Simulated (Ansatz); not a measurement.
```json
{"atom": "K", "x (Å)": "0.0000", "y (Å)": "0.0000", "z (Å)": "0.0000"}
{"atom": "F", "x (Å)": "0.0000", "y (Å)": "0.0000", "z (Å)": "4.3400"}
```

Basis set: def2-SVP (spherical functions). Charge 0, multiplicity 1.

Computed with Ansatz (development build ahead of 0.2.0); each method stands on the lowest determinant of its kind that the runs found.

The atomization energy at this shape (free ground-state atoms in the same class of orbitals less the molecule, no zero-point energy) of singlet KF:

```csv
method,atomization energy
PBE0 (unrestricted),138.4 kJ/mol
```

What does UHF give?

0.7 kJ/mol. Caution: the shape is not the minimum. Caution for PBE0 (unrestricted): the unrestricted determinant is spin contaminated. Caution for UHF: the unrestricted determinant is a mixture of spin states.
